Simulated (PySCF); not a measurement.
Spinor energies of Tl⁺ (thallium, charge +1)

Start: [Xe] 4f14 5d10 6s2. Calculated with PySCF 2.14 in x2c-TZVPall-2c (11s11p9d3f, 110 functions): generalised Hartree-Fock with the X2C-1e Hamiltonian and a Gaussian nucleus; one run each with spin-orbit coupling (SO) switched off, then screened by Boettger's factors.

```tsv
spinor shell	electrons	ε, spin-free (eV)	ε, screened SO (eV)	weight of nominal j (screened SO)	rms radius, screened SO (bohr)
1s1/2	2	-86023.6	-85987.7	1.000	0.0184
2s1/2	2	-15479.8	-15468.4	1.000	0.0743
2p1/2	2	-13331.8	-14824.3	1.000	0.0628
2p3/2	4	-13331.8	-12753.5	1.000	0.0710
3s1/2	2	-3772.2	-3768.4	1.000	0.189
3p1/2	2	-3144.4	-3478.9	1.000	0.181
3p3/2	4	-3144.4	-3012.0	1.000	0.197
3d3/2	4	-2482.1	-2539.9	1.000	0.173
3d5/2	6	-2482.1	-2440.7	1.000	0.178
4s1/2	2	-886.20	-885.09	1.000	0.416
4p1/2	2	-676.91	-759.24	1.000	0.420
4p3/2	4	-676.91	-644.15	1.000	0.454
4d3/2	4	-425.84	-438.64	1.000	0.465
4d5/2	6	-425.84	-416.56	1.000	0.476
5s1/2	2	-160.20	-160.06	1.000	0.942
4f5/2	6	-146.38	-148.53	1.000	0.509
4f7/2	8	-146.38	-143.96	1.000	0.511
5p1/2	2	-100.66	-115.69	1.000	1.02
5p3/2	4	-100.66	-94.787	1.000	1.11
5d3/2	4	-30.223	-31.730	1.000	1.44
5d5/2	6	-30.223	-29.229	1.000	1.50
6s1/2	2	-18.763	-18.787	1.000	2.65
```

| quantity | spin-free | screened SO |
| --- | --- | --- |
| E (hartree) | -20230.07613 | -20264.93213 |
| M_J | 0 | 0 |
| ⟨J²⟩ | 0.000 | 0.000 |
| ⟨L²⟩ | 0.000 | 0.193 |
| ⟨S²⟩ | 0.000 | 0.193 |

Breit and QED terms are absent; they matter most for the inner s and p1/2 levels.

Densities and radii are taken from the X2C orbitals without a picture-change correction, which distorts them close to the nucleus.

Without spin-orbit coupling the j labels of p, d and f shells carry no meaning; the spin-free column gives the mean over the occupied spinors of each nl shell.
